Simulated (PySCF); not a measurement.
**Computed vibrations of LaF3(NH3)**

LaF3(NH3) (singlet). PySCF 2.14.0, RKS PBE0, La lcecp-1-SVP with ECP46, F def2-SVP, N def2-SVP, H def2-SVP; non-relativistic Hamiltonian with scalar-relativistic core potentials where named; density fitting; no spin-orbit coupling. Central differences of gradients.

```xyz
8

La    0.0772   -0.0772    0.0772
F     1.1348    1.4653    1.1348
F    -1.4653   -1.1348    1.1348
F     1.1348   -1.1348   -1.4653
N    -1.4865    1.4865   -1.4865
H    -2.0991    2.0991   -0.9445
H    -0.9445    2.0991   -2.0991
H    -2.0991    0.9445   -2.0991
```

Run from Python with OMP_NUM_THREADS=2. Where DIIS fails, smearing, a level shift and second-order steps follow.
It took 57 s on 2 threads of Arm Neoverse V2 (shared host).

Task: What are the harmonic wavenumbers and infrared intensities?

Result: Modes are labelled in C3v; negative numbers are unstable modes, those under 60 cm⁻¹ near the noise; a finer grid moves soft modes by up to 10 cm⁻¹.
```
cm⁻¹  km/mol  symmetry
  44    64.3        a1
  48     0.8         e
  48     0.8         e
 112     0.0        a2
 113    15.6         e
 113    15.6         e
 271    12.0        a1
 476     4.0         e
 476     4.0         e
 525    13.0        a1
 526   233.1         e
 526   233.1         e
1198   137.0        a1
1639    23.2         e
1639    23.2         e
3492    24.1        a1
3613    43.3         e
3613    43.3         e
```

Task: Is this a minimum?

Result: Yes, within the noise of the softest modes. Ideal gas at 298.15 K and 1 bar: S = 407.9 J/(mol K), Cp = 116.8 J/(mol K), H − H(0 K) = 26.3 kJ/mol (rigid rotor, harmonic modes, spin degeneracy alone; the modes under 60 cm⁻¹ make these uncertain).
